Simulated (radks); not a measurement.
The mean radii <r> (bohr) of the occupied orbitals of an atom or ion are listed with their occupations. All-electron calculation, Dirac Kohn-Sham, PBE, spin-unpolarised, spherical densities, finite nucleus; Fermi nuclear charge, rms radius of each element as measured or else 0.836 A^(1/3) + 0.57 fm. Program: a radial shooting solver on a logarithmic mesh with Libxc functionals.

| orbital | occ. | <r> |
|---|---|---|
| 1s1/2 | 2 | 0.02263 |
| 2s1/2 | 1 | 0.09128 |

Name the element and its charge. Open shells, if any, fill j = l - 1/2 first.

Answer. Z = 62, samarium, charge +59: Sm59+ in [He] 2s1. The 1s radius gives Z: for a bare nucleus <r> = (2 gamma + 1)/(2Z) with gamma = sqrt(1 - (Z/c)^2), 0.02245 bohr for Z = 62, and screening makes it slightly larger (0.02263 here). The occupations add up to 3, and the charge is Z minus that.
